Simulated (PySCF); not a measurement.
19F chemical shifts

How the numbers were obtained: structure optimised with GFN2-xTB, σ from GIAO-PBE0/pcSseg-1, in PySCF 2.14 (non-relativistic Hamiltonian, averaged over atoms made equivalent by symmetry, fast rotation or ring inversion, one conformer, in vacuum).

Shieldings were converted by a linear fit to measured shifts: 19F: δ = 146.13 − 0.903σ +14.6 on sp3 carbon (rms 6.0 ppm, 223 shifts, 7.0 ppm with the 5 outliers that the fit left out vs CFCl3, solution or neat liquid). Occasional misses reach two or three times the rms, and more in compound classes unlike the fitted ones.

Task: Give the 19F shifts of `FCCC#CC#CC(F)(F)F`.

Result: 
```csv
compound,environment,δ (ppm)
[F:1][CH2:2][CH2:3][C:4]#[C:5][C:6]#[C:7][C:8]([F:9])([F:10])[F:11],F9/10/11: fluorine of a CF3 group (×3),-47.4
[F:1][CH2:2][CH2:3][C:4]#[C:5][C:6]#[C:7][C:8]([F:9])([F:10])[F:11],F1: fluorine on an sp3 carbon,-208.5
```

Task: Order these by 19F shift, lowest first.
A. F[C@@H]1CC[SiH2][SiH2][Si@H]1P
B. Cn1ccc(F)c1
C. CCCC[C@H](C)C(F)(F)F

Result: A (-217.0 ppm, fluorine on an sp3 carbon), B (-167.4 ppm, aryl fluorine), C (-79.0 ppm, fluorine of a CF3 group).
